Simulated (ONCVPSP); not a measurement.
# Potentials for C compared

Generated with ld1.x 7.5 (TM, RRKJ, ultrasoft, PAW), atompaw 4.2 or ONCVPSP 4.0.1. The cutoff is in Ry: for ld1.x and atompaw files where the sum of valence levels is converged to 10 mRy in a Bessel basis, for ONCV files where the hardest occupied wave has 1 mHa per electron of residual kinetic energy. The error is the largest all-electron minus pseudo excitation energy over each file’s own four to seven test configurations (ionisations up to +4, promotions, holes and added fractions of an electron), all of which were solved. The labels leave out finer settings (local radius, basis sizes, second energies), which also bear on the numbers. Spin-polarised tests are not counted. The rows are a selection from randomly drawn settings: files with unsolved tests, undetermined cutoffs or missed reference levels are left out.

A true bound ghost makes a file unfit for plane-wave use even where its test errors are small: the radial tests pick states by their node count and pass the ghost by.

| potential | cutoff (Ry) | largest error (meV) | bound ghosts |
| --- | --- | --- | --- |
| ONCV, PBE, scalar-relativistic, rc 0.85/1.85/1.75 (spd), local smoothed, core correction no, reference 2s1.75 2p2.25, qcut 6.3/8.2/5.1, projectors 3/2/3 | 40 | +435 | s, d |
| ONCV, LDA (Perdew-Wang 92), scalar-relativistic, rc 1.10/1.45/1.50 (spd), local s, core correction yes, reference 2s2 2p1, qcut 5.9/5.1/6.8, projectors 0/1/3 | 78 | +205 | none |
| ONCV, LDA (Perdew-Wang 92), scalar-relativistic, rc 1.05/2.55/2.05 (spd), local s, core correction yes, reference 2s2 2p2, qcut 5.8/5.1/5.2, projectors 0/1/1 | 41 | +1478 | none |

Fill in the row for C: ONCV, PBE, fully relativistic, rc 1.25/3.00/3.30 (spd), local smoothed, core correction no, reference 2s1 2p3, qcut 6/4.5/2.5, projectors 2/2/1.

cutoff 32 Ry, largest error +2093 meV, bound ghosts: none.

Fill in the row for C: ONCV, PBEsol, scalar-relativistic, rc 1.00/2.90/2.70 (spd), local smoothed, core correction no, reference 2s2 2p2, qcut 6/6/3.5, projectors 1/2/2.

cutoff 38 Ry, largest error +1573 meV, bound ghosts: none.

Fill in the row for C: ONCV, PBE, scalar-relativistic, rc 0.96/2.60/2.10 (spd), local smoothed, core correction yes, reference 2s2 2p2, qcut 5.6/5.5/4.2, projectors 1/2/2.

cutoff 45 Ry, largest error +1178 meV, bound ghosts: d.
